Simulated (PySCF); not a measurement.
C₈H₈O, SMILES O/C=C\c1ccccc1 (GFN2-xTB optimised geometry):

```
17

O      0.253    -2.649    -0.029
C     -1.046    -2.238    -0.015
C     -1.452    -0.966    -0.001
C     -0.657     0.250     0.000
C     -1.318     1.481     0.001
C     -0.612     2.668     0.001
C      0.774     2.652     0.000
C      1.442     1.439     0.000
C      0.739     0.250     0.000
H      0.301    -3.610    -0.043
H     -1.788    -3.029    -0.015
H     -2.523    -0.815     0.009
H     -2.399     1.501     0.002
H     -1.142     3.610     0.001
H      1.328     3.580    -0.001
H      2.523     1.421     0.000
H      1.270    -0.688     0.000
```

Calculation: B3LYP/def2-SVP (PySCF).

**Question.** What are the frontier orbital energies and the dipole moment?

**Answer.** HOMO-2 -7.69 eV, HOMO-1 -6.73 eV, HOMO -5.63 eV, LUMO -0.57 eV, LUMO+1 0.14 eV; dipole moment 2.55 D.

Meta-Löwdin charges at B3LYP/def2-SVP: O1 -0.43, C2 0.09, C3 -0.17, C4 0.01, C5 -0.11, C6 -0.10, C7 -0.11, C8 -0.10, C9 -0.11, H10 0.33, H11 0.09, H12 0.10, H13 0.09, H14 0.10, H15 0.10, H16 0.10, H17 0.11.
